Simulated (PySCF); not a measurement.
**Ni²⁺: excitation energy**

Ni²⁺ [Ar] 3d8 (3F) → Ni²⁺ [Ar] 3d7 4p1 (high-spin determinant), as a difference of total energies. Computed with PySCF 2.14 in aug-cc-pVTZ with one added diffuse shell each of s, p, d, f, g type (9s8p6d4f3g, 118 functions), with the non-relativistic Hamiltonian (point nucleus). Correlated levels: valence: [Ar] frozen. The calculations carry no spin-orbit coupling.

```json
{"method": "UHF", "excitation energy (eV)": "12.264"}
{"method": "LDA", "excitation energy (eV)": "14.269"}
{"method": "PBE", "excitation energy (eV)": "13.930"}
{"method": "PBE0", "excitation energy (eV)": "13.758"}
{"method": "r2SCAN", "excitation energy (eV)": "13.822"}
{"method": "M06", "excitation energy (eV)": "14.657"}
{"method": "r2SCANh", "excitation energy (eV)": "13.770"}
{"method": "B3LYP", "excitation energy (eV)": "13.852"}
{"method": "MP2 (valence)", "excitation energy (eV)": "14.090"}
{"method": "SCS-MP2 (valence)", "excitation energy (eV)": "14.194"}
```

Task: How much does correlation contribute at MP2 (valence)?

Result: 14.090 − (12.264) = 1.826 eV, measured against UHF.

A first-order spin-orbit estimate (lowest level to lowest level, LS coupling) adds 0.031 eV.

The determinant of the upper state mixes LS terms, which raises its energy above the lowest term, most at the Hartree-Fock and MP2 levels.
